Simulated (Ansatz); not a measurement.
Geometry optimisation, RKS PBE0-D4/def2-SVP (Ansatz 0.2.0).

input.yaml

```yaml
crystal:
  periodic: [false, false, false]
  atoms:
    - { symbol: B, position_ang: [0.0, 0.0, 0.0] }
    - { symbol: "N", position_ang: [0.0, 0.0, 1.9] }
    - { symbol: H, position_ang: [-0.877, -0.2713, 2.43] }
    - { symbol: H, position_ang: [0.877, 0.2713, 2.43] }
    - { symbol: F, position_ang: [1.1431, 0.0, -0.66] }
    - { symbol: H, position_ang: [-1.0305, 0.0, -0.595] }
    - { symbol: F, position_ang: [-0.2026, 1.5239, 0.5108] }
    - { symbol: H, position_ang: [-0.1429, 1.0745, 1.5229] }
basis:
  gaussian: { orbitals: def2-SVP }
hamiltonian:
  xc: pbe0
  dispersion: d4
relax:
  f_tol: 0.15
  max_steps: 25
  restrain:
    - { distance: [0, 6], at: 2.52, k: 30.0 }
    - { distance: [7, 1], at: 2.26, k: 30.0 }
    - { distance: [0, 1], at: 1.55, k: 30.0 }
    - { distance: [7, 6], at: 0.92, k: 30.0 }
output:
  orbitals: {}
```

Run as:

```bash
$ ansatz run input.yaml --threads 1 --pin off --max-ram 2048MiB --backend cpu --events-out ev --progress --plain --runs-dir out
```

Question: Where does it end, and by what steps?

Answer: It converged. The restraints hold the end off the free minimum; the threshold counts their pulls, which the force column leaves out. Restrained pairs: B1–F7 (1.62 → 2.52 Å), N2–H8 (1.15 → 2.25 Å), B1–N2 (1.90 → 1.48 Å), F7–H8 (1.11 → 0.93 Å). After 9 steps the energy has fallen by 2.055 eV (the restraints' own energy left out); H8 moved furthest, 0.90 Å.

| step | energy less start (eV) | largest force component (eV/Å) | accepted |
| --- | --- | --- | --- |
| 0 | 0.0000 | 4.214 | yes |
| 1 | -0.1612 | 2.423 | yes |
| 2 | -0.2907 | 2.152 | yes |
| 3 | -0.8676 | 2.044 | yes |
| 4 | -1.7316 | 1.864 | yes |
| 5 | -1.9718 | 2.344 | yes |
| 6 | -2.0292 | 2.215 | yes |
| 7 | -2.0370 | 2.397 | yes |
| 8 | -2.0536 | 2.216 | yes |
| 9 | -2.0549 | 2.238 | yes |

```xyz
8
Properties=species:S:1:pos:R:3
B 0.013 -0.174 0.267
N 0.035 -0.244 1.744
H -0.778 -0.556 2.258
H 0.907 -0.330 2.250
F 1.167 -0.044 -0.369
H -1.020 -0.316 -0.337
F -0.308 2.324 0.443
H -0.248 1.939 1.283
```

The run took 27 s on 1 thread of Arm Neoverse V2, with other jobs on the host, peak memory 0.14 GiB.
